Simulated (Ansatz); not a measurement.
## A family of molecules: the dipole moment

Gas-phase molecules, one atom swapped for its congeners: In(CH3)Cl2; In(CH3)BrCl; In(CH3)ClI. All are singlets with charge 0.

Shapes, held fixed at every level: PBE0-D4/def2-TZVP. Programs: Ansatz 0.2.0. Values in D.

(1) How should the dipole moment change along the series?

Results:

(1) At wB97M-V/def2-TZVPP the dipole moment falls at every step, from 3.65 to 3.21 D. Every level shows the same order. For atoms past krypton def2 sets carry core potentials with scalar relativity. Relativity is left out for Br.

```json
{"level": "PBE-D4/def2-TZVPP", "In(CH3)Cl2": "3.62", "In(CH3)BrCl": "3.44", "In(CH3)ClI": "3.15"}
{"level": "r2SCAN-D4/def2-TZVPP", "In(CH3)Cl2": "3.75", "In(CH3)BrCl": "3.57", "In(CH3)ClI": "3.27"}
{"level": "B3LYP-D4/def2-TZVPP", "In(CH3)Cl2": "3.70", "In(CH3)BrCl": "3.53", "In(CH3)ClI": "3.23"}
{"level": "wB97M-V/def2-TZVPP", "In(CH3)Cl2": "3.65", "In(CH3)BrCl": "3.50", "In(CH3)ClI": "3.21"}
```
